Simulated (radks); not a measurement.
Results of a calculation; reference values are marked as such.
Task: These are the eigenvalues of the occupied orbitals of an atom or ion with whole-number occupations (hartree). Code: a radial shooting solver on a logarithmic mesh with Libxc functionals. Model: scalar-relativistic Kohn-Sham, AM05, spin-polarised, spherical densities, finite nucleus; Fermi nuclear charge, rms radius of each element as measured or else 0.836 A^(1/3) + 0.57 fm.

1s up: -552.4100
1s down: -552.4062
2s up: -74.44706
2s down: -74.44458
2p up: -66.11809
2p down: -66.11440
3s up: -11.65583
3s down: -11.65155
3p up: -8.98491
3p down: -8.97998
3d up: -4.55858
3d down: -4.55252
4s up: -1.86661
4s down: -1.83048
4p up: -1.25543
4p down: -1.22078

Which element is it, and in what charge state? The configuration may be excited. Open shells, if any, are filled with parallel spins first.

Result: Z = 37, rubidium, charge +2: Rb2+ in [Ar] 3d10 4s2 4p5. The list shows which subshells hold electrons but not how many an open one holds; the 1s level, -552.41 hartree, gives Z - s = 33.2 by -(Z - s)^2/2, which with screening and relativity narrows Z to a few neighbours, and the depths of the outer levels then fix element, charge and occupations together.
